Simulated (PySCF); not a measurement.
# Bond curve of GaS⁺

Set-up: PySCF, scalar-relativistic core potentials, basis sets Ga cc-pVDZ-PP with ECP10, S cc-pV(D+d)Z. Energies in eV from Ga⁺ + S in their ground configurations at the same level. State: ³Σ⁻ (triplet), unpaired electrons π ↑↑.

```json
{"R (Å)": "2.528", "UHF-CCSD(T)": "", "r²SCANh": "-0.4809"}
{"R (Å)": "2.646", "UHF-CCSD(T)": "-0.4402", "r²SCANh": "-0.6103"}
{"R (Å)": "2.764", "UHF-CCSD(T)": "-0.5229", "r²SCANh": "-0.6770"}
{"R (Å)": "2.852", "UHF-CCSD(T)": "-0.5546", "r²SCANh": "-0.6977"}
{"R (Å)": "2.940", "UHF-CCSD(T)": "-0.5675", "r²SCANh": "-0.7002"}
{"R (Å)": "3.028", "UHF-CCSD(T)": "-0.5665", "r²SCANh": "-0.6891"}
{"R (Å)": "3.146", "UHF-CCSD(T)": "-0.5500", "r²SCANh": "-0.6602"}
{"R (Å)": "3.293", "UHF-CCSD(T)": "-0.5145", "r²SCANh": "-0.6103"}
{"R (Å)": "3.469", "UHF-CCSD(T)": "-0.4613", "r²SCANh": "-0.5420"}
{"R (Å)": "3.704", "UHF-CCSD(T)": "", "r²SCANh": "-0.4506"}
```

Q: Put a parabola through the three lowest points of the UHF-CCSD(T) curve and estimate Re, k and ωe (reduced mass 21.84 u; 1 eV/Å² = 0.16022 mdyn/Å; ωe = 1302.8·√(k/μ) cm⁻¹).

A: Through R = 2.852, 2.94, 3.028 Å the second-order coefficient is 0.897 eV/Å², so Re ≈ 2.978 Å, k ≈ 0.288 mdyn/Å and ωe ≈ 149 cm⁻¹. A polynomial fit of higher order to the unrounded UHF-CCSD(T) energies gives Re = 2.975 Å, k = 0.251 mdyn/Å, ωe = 140 cm⁻¹; anharmonicity and rounding make the difference.

The higher-order fit for each curve: UHF-CCSD(T): Re = 2.975 Å, ωe = 140 cm⁻¹, De = 0.57 eV; r²SCANh: Re = 2.909 Å, ωe = 154 cm⁻¹, De = 0.70 eV.

Correlated steps freeze 9 core orbitals. Correlated levels converge slowly with the basis: in double zeta they bind strong bonds too weakly, by up to about 1 eV, and carry superposition errors of some tenths. Spin–orbit coupling is left out. For an ion De counts to the pair picked by the measured ionisation energies or electron affinities, which need not be the lowest pair at this level. The state was picked by a PBE0 search and need not be the measured ground state.
